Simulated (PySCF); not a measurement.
## Exercise with solution: oscillator strength and radiative lifetime

Zn(H)(SH) (H₂SZn), SMILES [SH][ZnH].

Geometry optimised at B3LYP-D3(BJ)/def2-TZVP.

PySCF with TDDFT-PBE0/def2-TZVPD puts the first singlet state with f over 0.02 at 5.54 eV (vertical), with the transition dipole (0.000, 0.000, 0.624) in atomic units.

Question: Find the oscillator strength, the wavelength and the radiative lifetime that this transition would have in vacuum if emission retraced absorption.

Answer: 
|μ|² = 0.3894 au, so |μ| = 1.59 D. ΔE = 5.54/27.211 = 0.2036 hartree. f = (2/3) ΔE |μ|² = 0.053 (the program prints 0.053).
λ = 1239.84/5.54 = 224 nm; ν = 44683 cm⁻¹.
Einstein's coefficient A = 0.6670 ν² f s⁻¹ (ν in cm⁻¹) = 7.0e7 s⁻¹, so τ = 1/A = 14 ns. This state is S2; the lower singlet has f = 0.001. The figure is the radiative limit of this one transition; relaxation, internal conversion, crossing to triplets and a medium change what is measured.
